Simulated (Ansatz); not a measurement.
(H2Al-mu-Br)2 (Al2H4Br2): single points at one geometry.

```yaml
crystal:
  periodic: [false, false, false]
  atoms:
    - {symbol: Al, position_ang: [-0.862712, -0.515592, 1.382872]}
    - {symbol: H, position_ang: [-1.335941, -2.020291, 1.382212]}
    - {symbol: H, position_ang: [-1.090293, 0.568452, 2.505868]}
    - {symbol: Br, position_ang: [1.535085, -0.480775, 0.778398]}
    - {symbol: Al, position_ang: [0.862689, 0.515392, -1.382965]}
    - {symbol: H, position_ang: [1.087911, -0.571971, -2.503224]}
    - {symbol: H, position_ang: [1.337922, 2.019454, -1.386733]}
    - {symbol: Br, position_ang: [-1.534651, 0.485331, -0.776429]}
basis:
  gaussian: {orbitals: def2-TZVP, initial_orbitals: start.molden}
hamiltonian: {xc: {name: r2SCAN0}, dispersion: d4}
scf: {omitted_lower_state_checks: [starts]}
output: {orbitals: {seedname: orbitals}}
```

The file start.molden holds the orbitals of an earlier run on this structure, at another level or in another basis.

```sh
$ ansatz run in.yaml --threads 4 --pin off --events-out ev --progress --plain --max-ram 3916MiB
```

It prints (some lines left out):

```
Functional definition: r2SCAN0
1560 factors; their error is unknown
mean field evaluation 1: about -153352.4952 eV, gradient 9.7e0 eV
mean field evaluation 2: about -153352.5439 eV, gradient 7.6e-2 eV
mean field evaluation 4: about -153353.4253 eV, gradient 2.4e-4 eV
mean field -153353.42526883 eV, -5635.6344319443 hartree, gradient 4.6e-6 eV, S^2 0.000000; 0 other end points of the search recorded, 0 dependent functions left out
reference -153353.42528055 eV, -5635.6344323753 hartree; 50, 50 occupied and 144, 144 virtual orbitals, 1560 factors
Total energy: -153353.49482589 eV, -5635.6369881193 hartree
Checks for a lower state left out: starts
```

It took 6.5 s on 4 threads of Arm Neoverse V1 on a shared host, peak host memory 0.75 GiB.

First input, but with `hamiltonian: {xc: hse06, dispersion: d4}` (abridged; 3.9 s):

```
Functional definition: HSE06
mean field -153333.26877403 eV, -5634.8936944232 hartree, gradient 9.0e-6 eV, S^2 0.000000
Total energy: -153333.47761276 eV, -5634.9013691049 hartree
Checks for a lower state left out: starts
```

First input, but with `hamiltonian: {xc: {name: LC-wPBE}}` (abridged; 2.6 s):

```
Functional definition: LC-wPBE
mean field -153332.21316664 eV, -5634.8549015672 hartree, gradient 1.4e-5 eV, S^2 0.000000
Total energy: -153332.21316665 eV, -5634.8549015675 hartree
Checks for a lower state left out: starts
```

First input, but with `hamiltonian: {xc: r2scan, dispersion: d4}` (abridged; 4.3 s):

```
Functional definition: r2SCAN
mean field -153353.64945205 eV, -5635.6426705258 hartree, gradient 1.6e-5 eV, S^2 0.000000
Total energy: -153353.70444531 eV, -5635.6446914909 hartree
Checks for a lower state left out: starts
```

The first input with `hamiltonian: {xc: {name: B3LYP}, dispersion: d4}` (abridged; 3.7 s):

```
Functional definition: B3LYP
mean field -153358.75507117 eV, -5635.8302985676 hartree, gradient 1.6e-5 eV, S^2 0.000000
Total energy: -153359.17250746 eV, -5635.8456390683 hartree
Checks for a lower state left out: starts
```

As the first input, with `hamiltonian: {xc: pbe}`, `correlation: {method: rpa}` and without the key `output` (abridged; 4.3 s):

```
Functional definition: PBE
mean field -153326.97879148 eV, -5634.6625418278 hartree, gradient 1.1e-6 eV, S^2 0.000000
28 core orbitals not correlated: weight in the atoms' cores, before any rotation towards them, 1.000 or more for the frozen orbitals, at most 0.000 for the correlated occupied ones
Total energy: -153261.53906579 eV, -5632.2576762654 hartree
Checks for a lower state left out: starts
```

First input, but with `gaussian: {orbitals: def2-SVP, initial_orbitals: start.molden}`, `hamiltonian: {xc: pbe, dispersion: d4}` (abridged; 1.1 s):

```
Functional definition: PBE
mean field -153305.23299334 eV, -5633.8633984859 hartree, gradient 1.1e-5 eV, S^2 0.000000
Total energy: -153305.48555859 eV, -5633.8726800880 hartree
Checks for a lower state left out: starts
```

Geometry: PBE0-D4/def2-SVP.

LC-ωPBE has ω = 0.4 bohr⁻¹. B3LYP takes the VWN-RPA correlation. HSE06 is defined as in plane-wave codes, on full-range PBE exchange. Correlated methods freeze 28 core orbitals; core or outer-core shells of Br are correlated, in sets that lack core-valence functions.
